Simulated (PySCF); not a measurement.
## Germanium: a sound run and one with changed settings

Sound run: Ge [Ar] 3d10 4s2 4p2, Ge⁺ [Ar] 3d10 4s2 4p1. Computed with PySCF 2.14 in cc-pVDZ-PP with ECP10MDF, with scalar relativity through the core potential. In the sound run the correlated levels freeze 3s2 3p6 3d10 outside the core potential. The sound run starts from symmetry-adapted Hartree-Fock orbitals and uses a fine grid where one is needed.

Changed run: all electrons correlated in a basis built for the valence shell.

```tsv
species	method	sound run (hartree)	changed run (hartree)	converged
Ge	MP2	-293.38110	-293.40516	yes
Ge⁺	MP2	-293.09969	-293.12213	yes
```

Ionisation energy of Ge:

```
 method  sound run (eV)  changed run (eV)
    UHF           7.408             7.408
    MP2           7.658             7.702
SCS-MP2           7.594             7.620
```

A valence basis has no tight correlating functions, so it recovers only part of the core correlation, and not evenly between atom and ion.

For comparison, NIST gives 7.899 eV between the lowest levels.
